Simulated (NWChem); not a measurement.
## Electron attachment to CClF

```
C
F 1 1.2918
Cl 1 1.7615 2 106.66
```
Charge 0, spin multiplicity 1.

Everything below was run with NWChem. The geometry was optimised at B3LYP/def2-SVP, a minimum by its harmonic frequencies.

Basis set: def2-TZVPD. −ε marks an orbital energy of the parent. The basis adds only a small set of diffuse functions.

The correlated methods keep 7 core orbitals frozen. B3LYP has NWChem's definition, with VWN1-RPA local correlation. The structure started from a generated list of species.

Q: For the vertical electron affinity, −ε(LUMO) of LDA (SVWN5) gives 4.41 eV and −ε(LUMO) of B3LYP gives 3.31 eV. What do −ε(LUMO) of BHandHLYP, −ε(LUMO) of HF, −ε(LUMO) of PBE give?

A: −ε(LUMO) of BHandHLYP: 1.78 eV; −ε(LUMO) of HF: -1.35 eV; −ε(LUMO) of PBE: 4.15 eV.
